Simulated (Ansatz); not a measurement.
Gas-phase electronic energies from Ansatz, PBE0-D4/def2-TZVP geometries. CCSD(T)/CBS adds triple-zeta CCSD(T) − MP2 to the extrapolated MP2 energy (def2 sets, frozen cores). This one scheme is used for every species. Functionals use def2-TZVPP. B3LYP here is the variant with VWN-RPA as its local correlation; programs differ in this. Each species was taken in one conformer, which may not be the lowest.

Consider the formal exchange of groups at the Si–C bond: `C[SiH2][SiH2][AlH2]` + `C=O` → `O=C[SiH2][SiH2][AlH2]` + CH₄.

`C[SiH2][SiH2][AlH2]`:

Cartesian coordinates in Å:
```
C -1.394 1.492 0.182
Si 0.064 1.051 -0.916
Si 0.534 -1.243 -0.783
Al 1.188 -1.811 1.504
H -2.289 0.950 -0.132
H -1.608 2.562 0.130
H -1.193 1.234 1.224
H 1.272 1.812 -0.482
H -0.220 1.443 -2.326
H -0.717 -1.970 -1.159
H 1.578 -1.596 -1.788
H 2.677 -2.218 1.880
H 0.107 -1.705 2.665
```

`C=O`:

Z-matrix (Å, degrees):
```
C
O 1 1.195
H 1 1.109 2 122.0
H 1 1.109 2 122.0 3 -180.0
```

`O=C[SiH2][SiH2][AlH2]`:

Z-matrix (Å, degrees):
```
Si
C 1 1.928
Si 1 2.345 2 108.8
H 1 1.485 2 108.9 3 122.2
H 1 1.491 2 108.0 3 -118.4
O 2 1.203 1 123.1 3 -102.1
H 2 1.118 1 117.2 3 75.8
Al 3 2.447 1 108.8 2 -178.6
H 3 1.491 1 106.9 2 58.2
H 3 1.493 1 106.1 2 -57.0
H 8 1.586 3 120.1 1 -90.5
H 8 1.587 3 119.6 1 86.3
```

CH₄:

Cartesian coordinates in Å:
```
C 0.000 0.000 0.000
H -0.068 0.276 1.052
H -0.963 -0.381 -0.339
H 0.760 -0.771 -0.125
H 0.271 0.876 -0.588
```

| level | ΔE (kJ/mol) | difference from CCSD(T)/CBS |
| --- | --- | --- |
| PBE-D4 | -3.4 | -10.5 |
| r2SCAN-D4 | -0.9 | -8.0 |
| PBE0-D4 | 4.5 | -2.6 |
| B3LYP-D4 | 1.2 | -5.9 |
| ωB97X-V | 7.7 | 0.6 |
| ωB97M-V | 7.3 | 0.2 |
| B2PLYP | 3.6 | -3.5 |
| PBE | -4.5 | -11.6 |
| r2SCAN | -1.2 | -8.3 |
| PBE0 | 3.6 | -3.5 |
| B3LYP | -0.4 | -7.5 |
| HF/def2-TZVPP | 12.0 | 4.9 |
| MP2/def2-TZVPP | 10.5 | 3.4 |
| SCS-MP2/def2-TZVPP | 10.1 | 3.0 |
| CCSD/def2-TZVPP | 10.5 | 3.4 |
| CCSD(T)/def2-TZVPP | 8.5 | 1.4 |
| HF/def2-QZVPP | 11.8 | 4.7 |
| MP2/def2-QZVPP | 9.6 | 2.5 |
| SCS-MP2/def2-QZVPP | 9.3 | 2.2 |
| HF/CBS(def2) | 11.7 | 4.6 |
| MP2/CBS(def2) | 9.1 | 2.0 |
| CCSD/CBS(def2) | 9.1 | 2.0 |
| CCSD(T)/CBS | 7.1 | 0 |

Largest T1 diagnostic among the species: 0.016.

From PBE to PBE0 (25 % exact exchange), in def2-TZVPP and without D4, ΔE moves by +8.1 kJ/mol.
